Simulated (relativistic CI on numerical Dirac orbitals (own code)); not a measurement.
Ag25+: computed level list

Calculated at this level of theory: Dirac-Coulomb-Breit CI, separate exchange-only KLI orbitals for each configuration, a model potential for QED, unscaled Slater integrals (own radial code, finite nucleus).

Configuration list (outside the closed core [Ne]): 3s²3p⁶3d⁴, 3s²3p⁵3d⁵, 3s3p⁶3d⁵, 3s²3p⁶3d³4s, 3s²3p⁶3d³4p, 3s²3p⁶3d³4d, 3s²3p⁶3d³4f, 3s²3p⁵3d⁴4s, 3s²3p⁶3d²4s4p, 3s3p⁶3d⁴4s, 3s²3p⁶3d³5s, 3p⁶3d⁶, 3p⁵3d⁷, 3s²3p⁶3d²4s², 3s²3p⁶3d4s²4p, 3s²3p⁶3d4s²4d, 3s²3p⁶3d4s²4f, 3p⁶3d⁵4s, 3p⁵3d⁶4s. Double excitations out of closed p, d and f shells are left out; levels of such configurations are missing from the list, as are those of other unlisted configurations, and high levels can miss mixing partners.

The lowest level is 3s²3p⁶3d⁴ ⁵D0, with 63 % of that term; Hund's rules for 3s²3p⁶3d⁴ give ⁵D with J = 0, in agreement.

```tsv
No.	Configuration	Term	J	E (cm⁻¹)	%	Next component (%)	jj configuration (%)
1	3s²3p⁶3d⁴	⁵D	0	0	63	34 ³P	3d3/2^4 (78)
2	3s²3p⁶3d⁴	⁵D	1	26115	84	16 ³P	3d3/2^3 3d5/2 (85)
3	3s²3p⁶3d⁴	⁵D	2	47742	91	4 ³P	3d3/2^2 3d5/2^2 (58)
4	3s²3p⁶3d⁴	⁵D	3	63992	86	8 ³F	3d3/2^2 3d5/2^2 (51)
5	3s²3p⁶3d⁴	⁵D	4	73322	65	24 ³F	3d3/2^3 3d5/2 (49)
6	3s²3p⁶3d⁴	³P	0	108735	48	36 ⁵D	3d3/2^2 3d5/2^2 (72)
7	3s²3p⁶3d⁴	³H	4	115808	55	18 ⁵D	3d3/2^2 3d5/2^2 (47)
8	3s²3p⁶3d⁴	³G	3	139058	62	25 ³F	3d3/2^2 3d5/2^2 (51)
9	3s²3p⁶3d⁴	³H	5	144289	76	24 ³G	3d3/2^2 3d5/2^2 (98)
10	3s²3p⁶3d⁴	³F	2	144568	69	16 ¹D	3d3/2^2 3d5/2^2 (55)
11	3s²3p⁶3d⁴	³P	1	148849	76	12 ³D	3d3/2^2 3d5/2^2 (65)
12	3s²3p⁶3d⁴	³H	6	155268	73	27 ¹I	3d3/2^2 3d5/2^2 (89)
13	3s²3p⁶3d⁴	³G	4	171651	62	14 ¹G	3d3/2^2 3d5/2^2 (74)
14	3s²3p⁶3d⁴	³D	2	179579	45	44 ³P	3d3/2^2 3d5/2^2 (77)
15	3s²3p⁶3d⁴	³F	4	182824	43	23 ¹G	3d3/2^2 3d5/2^2 (45)
16	3s²3p⁶3d⁴	³F	3	188278	47	38 ³D	3d3/2^2 3d5/2^2 (57)
17	3s²3p⁶3d⁴	³D	3	202225	35	30 ³F	3d3/2 3d5/2^3 (71)
18	3s²3p⁶3d⁴	³G	5	212788	76	24 ³H	3d3/2 3d5/2^3 (98)
19	3s²3p⁶3d⁴	³P	2	215558	37	30 ¹D	3d3/2 3d5/2^3 (54)
20	3s²3p⁶3d⁴	¹I	6	222628	73	27 ³H	3d3/2 3d5/2^3 (89)
21	3s²3p⁶3d⁴	³D	1	225624	86	11 ³P	3d3/2 3d5/2^3 (75)
22	3s²3p⁶3d⁴	¹S	0	252997	74	25 ³P	3d3/2 3d5/2^3 (79)
23	3s²3p⁶3d⁴	¹G	4	253396	44	39 ³F	3d3/2^2 3d5/2^2 (43)
24	3s²3p⁶3d⁴	³P	2	263342	36	22 ¹D	3d3/2^2 3d5/2^2 (59)
25	3s²3p⁶3d⁴	¹F	3	273593	63	20 ³D	3d3/2 3d5/2^3 (79)
26	3s²3p⁶3d⁴	³P	2	294545	67	20 ³F	3d3/2^2 3d5/2^2 (57)
27	3s²3p⁶3d⁴	³F	4	310571	67	25 ¹G	3d3/2^2 3d5/2^2 (50)
28	3s²3p⁶3d⁴	³F	2	325852	58	26 ¹D	3d5/2^4 (43)
29	3s²3p⁶3d⁴	³F	3	327838	78	20 ¹F	3d3/2 3d5/2^3 (96)
30	3s²3p⁶3d⁴	³P	1	333986	98	2 ³D	3d3/2 3d5/2^3 (92)
```

Energies count from the lowest computed level. Filled j subshells are mostly left out of the jj labels.

The mean weight of the leading LS term, summed over parents, in these 30 levels is 65 %, and that of the leading jj configuration (from the same eigenvectors) 68 %.

At this charge energies of transitions that change n are usually good to better than 1 %, and those within a shell (Δn = 0) to a few per cent. Terms inside the open d or f shell come out 10 to 20 % too wide with unscaled integrals.

LS names give the leading component of a level, which can be under half, so a name can repeat, a term be missing and a line seem to break the LS rules.
